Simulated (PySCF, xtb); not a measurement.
C₅H₁₀Si, SMILES CC#C[SiH2]CC.

GFN2-xTB (xtb) at its own geometry gives an orbital gap of 5.03 eV and a dipole moment of 1.02 D.

Geometry optimised at TPSSh-D3(BJ)/def2-SVP. The values are those of a single conformer.

Problem. What does ωB97X/def2-TZVP run with PySCF give? (The exact figures need the calculation; the answer reports its results.)

Solution. gap 12.10 eV (levels -9.84 and 2.26 eV), dipole 1.44 D.
